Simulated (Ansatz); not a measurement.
Reaction (hydrogen abstraction from the O–H bond): `O[Si](O)(F)F` + `[SiH3]`• → `[O][Si](O)(F)F`• + SiH₄

Isolated molecules relaxed with PBE0-D4/def2-TZVP in Ansatz; ΔE leaves out vibrations. CBS: MP2 limit from def2 TZ/QZ plus the TZ coupled-cluster correction, frozen cores. This one scheme is used for every species. Functionals use def2-TZVPP. Open shells (•) are unrestricted, without spin–orbit coupling. Each species was taken in one conformer, which may not be the lowest.

| level | ΔE (kcal/mol) |
| --- | --- |
| BLYP-D4 | 30.1 |
| r2SCAN-D4 | 33.0 |
| B97M-V | 29.7 |
| BHLYP-D4 | 28.2 |
| B2PLYP | 33.1 |
| CAM-B3LYP | 32.2 |
| HF/def2-TZVPP | 18.6 |
| SCS-MP2/def2-QZVPP | 36.5 |

Task: What does CCSD(T)/CBS give? (Estimate.)

Result: The calculation gave: +35.1 kcal/mol. The listed levels differ from it by -5.0, -2.1, -5.4, -6.9, -2.0, -2.9, -16.5, 1.4 kcal/mol.

Largest T1 diagnostic among the species: 0.015.

At CCSD(T), def2-SVP lies −3.2 kcal/mol from the extrapolated value and def2-TZVPP −1.6 kcal/mol. From BLYP to BHLYP (50 % exact exchange), in def2-TZVPP and without D4, ΔE moves by −1.8 kcal/mol.
